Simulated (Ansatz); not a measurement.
Cost and result for the atomization energy of `CC(F)[SiH2][SiH3]` (14 atoms, 13 bonds).

Cartesian coordinates in Å:
```
C 0.9992 -0.6432 -1.9814
C -0.0517 -0.5467 -0.9031
F -0.1959 -1.8028 -0.2950
Si 0.3327 0.7250 0.4673
Si -1.2027 0.5218 2.2197
H 1.0919 0.3137 -2.5016
H 1.9734 -0.8982 -1.5586
H 0.7281 -1.4067 -2.7151
H -1.0244 -0.3073 -1.3506
H 0.2562 2.0860 -0.1372
H 1.7241 0.5065 0.9517
H -2.5887 0.6156 1.6851
H -1.0399 -0.7823 2.9131
H -1.0022 1.6185 3.2056
```

The species carries charge 0 and has multiplicity 1. All single points use the PBE0-D4/def2-TZVP geometry. It is one conformer, not always the lowest. Program: Ansatz. All runs use 4 threads of an Arm Neoverse V2 on a shared host. Times are those of one run each, without the atoms' runs, and a repeat can differ threefold. Electronic energies, without spin–orbit coupling; frozen cores. CCSD(T)/CBS adds CCSD(T) − MP2 in def2-TZVPP to the MP2 limit, and its time is that of the two runs behind it. T1 = 0.012. B3LYP takes the VWN-RPA correlation (the form of Gaussian; ORCA's B3LYP/G).

CCSD(T)/CBS is a level of theory with its own doubt, some kJ/mol a heavy atom from the limit and from the frozen cores, so smaller differences don't rank the functionals.

```tsv
level	functions	wall time
PBE-D4/def2-TZVPP (with forces)	303	2.8 s
PBE0-D4/def2-TZVPP	303	3.5 s
r2SCAN-D4/def2-TZVPP (with forces)	303	5.5 s
B3LYP-D4/def2-TZVPP (with forces)	303	6 s
B2PLYP/def2-TZVPP	303	6.5 s
ωB97X-V/def2-TZVPP	303	9 s
ωB97M-V/def2-TZVPP (with forces)	303	13 s
MP2/def2-QZVPP	581	27 s
CCSD(T)/def2-TZVPP	303	12 min
CCSD(T)/CBS(def2)	–	12 min
```

(1) What atomization energy does each give, and how far from CCSD(T)/CBS? (Best estimate.)

## Answers

(1) Ansatz gave: 
| level | atomization (kJ/mol) | difference from CCSD(T)/CBS | per bond |
| --- | --- | --- | --- |
| PBE-D4/def2-TZVPP (with forces) | 4785.8 | 28.1 | 2.2 |
| PBE0-D4/def2-TZVPP | 4740.2 | -17.5 | -1.3 |
| r2SCAN-D4/def2-TZVPP (with forces) | 4760.9 | 3.2 | 0.2 |
| B3LYP-D4/def2-TZVPP (with forces) | 4754.7 | -3.0 | -0.2 |
| B2PLYP/def2-TZVPP | 4694.1 | -63.6 | -4.9 |
| ωB97X-V/def2-TZVPP | 4784.6 | 26.9 | 2.1 |
| ωB97M-V/def2-TZVPP (with forces) | 4761.5 | 3.8 | 0.3 |
| MP2/def2-QZVPP | 4721.9 | -35.8 | -2.8 |
| CCSD(T)/def2-TZVPP | 4644.9 | -112.8 | -8.7 |
| CCSD(T)/CBS(def2) | 4757.7 | 0.0 | 0.0 |

In def2-TZVPP, CCSD(T) changes the Hartree–Fock value by +1063.0 kJ/mol (the triples alone add +51.2 kJ/mol) and MP2 by +1073.4 kJ/mol; breaking electron pairs costs correlation energy, which Hartree–Fock lacks. The D4 term adds +45.8 kJ/mol with B3LYP and +24.3 kJ/mol with PBE0; it sums over pairs of atoms, weighted by their polarisabilities, and B3LYP, whose exchange is more repulsive, gets the larger term. From PBE to PBE0 (25 % exact exchange), in def2-TZVPP and without D4, the atomization energy moves by −41.3 kJ/mol: exact exchange takes away binding that semilocal exchange gives to molecules.
